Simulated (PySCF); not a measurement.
Species: C₂H₉GeNSi.
SMILES: `C=[CH][GeH2][NH][SiH3]`

Jobs on this species (14 atoms, 74 electrons) with PySCF (density fitting). Hardware of each: one thread of an Arm Neoverse V1, shared host. The host was shared with other jobs, so the times are rough. Peak memory is the resident size of the whole Python process, interpreter and libraries included.

```json
{"level and settings": "delta-SCF UKS SCAN, pcX-2 on the ionised atom, pcseg-1 elsewhere, spin-free X2C", "work": "ΔSCF core ionisation, 5 holes", "basis functions": "174", "SCF cycles": "?", "wall time": "?", "peak memory": "?"}
{"level and settings": "delta-SCF UKS B3LYP, pcX-2 on the ionised atom, pcseg-1 elsewhere, spin-free X2C", "work": "ΔSCF core ionisation, 5 holes", "basis functions": "174", "SCF cycles": "?", "wall time": "?", "peak memory": "?"}
{"level and settings": "delta-SCF UKS SCAN, pcX-2 on the ionised atom, pcseg-1 elsewhere, non-relativistic", "work": "ΔSCF core ionisation, 5 holes", "basis functions": "174", "SCF cycles": "?", "wall time": "?", "peak memory": "?"}
{"level and settings": "delta-SCF UKS PBE0, pcX-2 on the ionised atom, pcseg-1 elsewhere, spin-free X2C", "work": "ΔSCF core ionisation, 5 holes", "basis functions": "174", "SCF cycles": "73", "wall time": "59 s", "peak memory": "0.70 GiB"}
{"level and settings": "delta-SCF UKS SCAN, pcX-1 on the ionised atom, pcseg-1 elsewhere, spin-free X2C", "work": "ΔSCF core ionisation, 5 holes", "basis functions": "154", "SCF cycles": "83", "wall time": "35 s", "peak memory": "0.53 GiB"}
{"level and settings": "delta-SCF UKS PBE, pcX-2 on the ionised atom, pcseg-1 elsewhere, spin-free X2C", "work": "ΔSCF core ionisation, 5 holes", "basis functions": "174", "SCF cycles": "82", "wall time": "27 s", "peak memory": "0.65 GiB"}
{"level and settings": "delta-SCF UKS SCAN, def2-TZVP on the ionised atom, pcseg-1 elsewhere, spin-free X2C", "work": "ΔSCF core ionisation, 5 holes", "basis functions": "151", "SCF cycles": "83", "wall time": "40 s", "peak memory": "0.57 GiB"}
{"level and settings": "delta-SCF UKS HF, pcX-2 on the ionised atom, pcseg-1 elsewhere, spin-free X2C", "work": "ΔSCF core ionisation, 5 holes", "basis functions": "174", "SCF cycles": "70", "wall time": "40 s", "peak memory": "0.72 GiB"}
{"level and settings": "PBE0-D3(BJ)/def2-SVP, grid level 1", "work": "geometry optimisation from a GFN2-xTB start shaken at random", "basis functions": "137", "SCF cycles": "103", "wall time": "2.3 min", "peak memory": "0.59 GiB"}
```

Task: Fill in the missing figures.

Result: 
- delta-SCF UKS SCAN, pcX-2 on the ionised atom, pcseg-1 elsewhere, spin-free X2C; ΔSCF core ionisation, 5 holes: 42 s, 0.63 GiB, 84 SCF cycles
- delta-SCF UKS B3LYP, pcX-2 on the ionised atom, pcseg-1 elsewhere, spin-free X2C; ΔSCF core ionisation, 5 holes: 62 s, 0.70 GiB, 76 SCF cycles
- delta-SCF UKS SCAN, pcX-2 on the ionised atom, pcseg-1 elsewhere, non-relativistic; ΔSCF core ionisation, 5 holes: 41 s, 0.65 GiB, 83 SCF cycles

Task: What do all jobs in the table cost together?

Result: About 8.1 min; the longest takes about 29 % of that, and about 5.1 times as long as the shortest.
